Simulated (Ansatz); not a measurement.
Ansatz (a program for electronic structure) input (r2SCAN/def2-TZVP):

Ansatz 0.2 input:
```yaml
crystal:
  periodic: [false, false, false]
  atoms:
    - {symbol: Li, position_ang: [-0.00000000, -0.00000000, -0.42399676]}
    - {symbol: H, position_ang: [0.00000000, 0.00000000, 1.27199027]}
basis:
  gaussian:
    orbitals: def2-TZVP
hamiltonian:
  xc: {name: r2SCAN}
total_charge: -1
magnetization: {spin_polarized: true, initial_magnetization: 1}
relax: {f_tol: 0.003, max_steps: 100}
```

End of the output:

```
reference -219.55033460 eV, -8.0683259799 hartree; 3, 2 occupied and 17, 18 virtual orbitals, 173 factors
relax step   1: F+E_penalty+E_count = -219.55029486 eV  Δ(F+E_penalty+E_count) = +0.000e0 eV  max|allowed force component| = 9.817e-2 eV/Å  Δτ_max = 0.0000 Å  (26 SCF iters, accepted)
these checks for a lower state are left out or cut short: starts, cluster_reference, orbital_swaps, neighbouring_geometries, increment
integrals: 0.01 GiB planned
173 factors; their error is unknown
mean field: 0.07 GiB planned
mean field evaluation 16: about -219.5527 eV, gradient 3.7e-4 eV
mean field -219.55148478 eV, -8.0683682482 hartree, gradient 2.2e-5 eV, S^2 0.753637; 0 other end points of the search recorded, 0 dependent functions left out
the calculation of the forces begins
reference -219.55152430 eV, -8.0683697006 hartree; 3, 2 occupied and 17, 18 virtual orbitals, 173 factors
relax step   2: F+E_penalty+E_count = -219.55148478 eV  Δ(F+E_penalty+E_count) = -1.190e-3 eV  max|allowed force component| = 8.910e-3 eV/Å  Δτ_max = 0.0113 Å  (31 SCF iters, accepted)
these checks for a lower state are left out or cut short: starts, cluster_reference, orbital_swaps, neighbouring_geometries, increment
integrals: 0.01 GiB planned
173 factors; their error is unknown
mean field: 0.07 GiB planned
mean field -219.55149528 eV, -8.0683686343 hartree, gradient 8.7e-5 eV, S^2 0.753647; 0 other end points of the search recorded, 0 dependent functions left out
the calculation of the forces begins
reference -219.55153478 eV, -8.0683700859 hartree; 3, 2 occupied and 17, 18 virtual orbitals, 173 factors
relax step   3: F+E_penalty+E_count = -219.55149528 eV  Δ(F+E_penalty+E_count) = -1.051e-5 eV  max|allowed force component| = 4.946e-5 eV/Å  Δτ_max = 0.0012 Å  (20 SCF iters, accepted)
integrals: 0.01 GiB planned
173 factors; their error is unknown
mean field: 0.07 GiB planned
mean field evaluation 32: about -219.5523 eV, gradient 9.7e-2 eV
mean field -219.55149528 eV, -8.0683686343 hartree, gradient 8.7e-5 eV, S^2 0.753647; 1 other end points of the search recorded, 0 dependent functions left out
the calculation of the forces begins
reference -219.55153478 eV, -8.0683700859 hartree; 3, 2 occupied and 17, 18 virtual orbitals, 173 factors
Total energy: -219.55153478 eV, -8.0683700859 hartree
Atom 0 at     0.000000    -0.000000    -0.436439 Å, force     0.000000    -0.000000     0.000049 eV/Å
Atom 1 at    -0.000000     0.000000     1.284433 Å, force    -0.000000     0.000000    -0.000049 eV/Å
Dipole moment:     0.000000    -0.000000     0.152752 e Å
```
